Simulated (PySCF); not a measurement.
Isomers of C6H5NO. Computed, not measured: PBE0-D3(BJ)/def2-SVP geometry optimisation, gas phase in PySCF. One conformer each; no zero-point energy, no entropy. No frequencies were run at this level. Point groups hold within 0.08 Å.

Question: Order them by energy at this level, lowest first, and give relative energies in kJ/mol.
A. `[CH:1]#[C:2]/[C:3](=[CH:4]\[C:5]#[N:6])[O:7][CH3:8]` with C2–C3–O7–C8 -1°
B. `[O:1]=[CH:2][c:3]1[cH:4][cH:5][cH:6][cH:7][n:8]1` with O1–C2–C3–C4 0°

Answer: B (0.0), A (327.1).

As drawn, the lower has an aromatic ring and a C=O bond, which the higher lacks; the higher has a C≡N group, a C≡C bond and a C=C bond outside aromatic rings, which the lower lacks.

```tsv
SMILES	E (Eh)	E rel (kJ/mol)	dipole (D)	point group	A, B, C (MHz)
O=Cc1ccccn1	-360.94220	0.0	3.54	Cs	5382, 1627, 1249
C#C/C(=C\C#N)OC	-360.81762	327.1	5.53	Cs	3848, 1408, 1038
```

How do the relative energies change in single points at PBE0/pcSseg-1 (no added dispersion term) on the same geometries?

```tsv
SMILES	PBE0-D3(BJ)/def2-SVP (kJ/mol)	PBE0/pcSseg-1 (kJ/mol)	shift
O=Cc1ccccn1	0.0	0.0	0.0
C#C/C(=C\C#N)OC	327.1	308.6	-18.5
```

Each column counts from its own lowest isomer. The order is unchanged; the largest shift is 18.5 kJ/mol.
